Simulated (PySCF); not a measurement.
**Ionising SbF**

UHF-SCS-MP2; Sb x2c-SVPall, F x2c-SVPall; spin-free X2C with a Gaussian nucleus (PySCF 2.14). Neutral (UHF): triplet (π ↑↑), Re = 1.950 Å, ωe = 624 cm⁻¹, De = 3.44 eV.

SbF⁺ (UHF): doublet (π ↑), Re = 1.884 Å, ωe = 724 cm⁻¹, De = 3.69 eV to Sb⁺ + F. The energies at the minima are -6576.94682 hartree for SbF and -6576.63266 for SbF⁺.

Task: Work out the adiabatic ionisation energy, without and with harmonic zero-point energies (1 hartree = 27.2114 eV, 1 eV = 8065.5 cm⁻¹), and the change of the bond length.

Result: At UHF-SCS-MP2: 0.31416 hartree = 8.549 eV between the minima; the zero-point term (724.0 − 624.0)/2 cm⁻¹ = +0.006 eV makes it 8.555 eV. Re changes by -6.6 pm against the neutral. The electron leaves a π orbital, and the shorter bond of the ion fits an antibonding orbital, or a change in how ionic the bond is.

Correlated steps freeze 19 core orbitals. Correlated levels converge slowly with the basis: in double zeta they bind strong bonds too weakly, by up to about 1 eV, and carry superposition errors of some tenths. These are scalar-relativistic numbers at best; spin–orbit coupling would shift them, the dissociation energy most. For an ion De counts to the pair picked by the measured ionisation energies or electron affinities, which need not be the lowest pair at this level. States were picked by a PBE0 search and need not be the measured ground states.
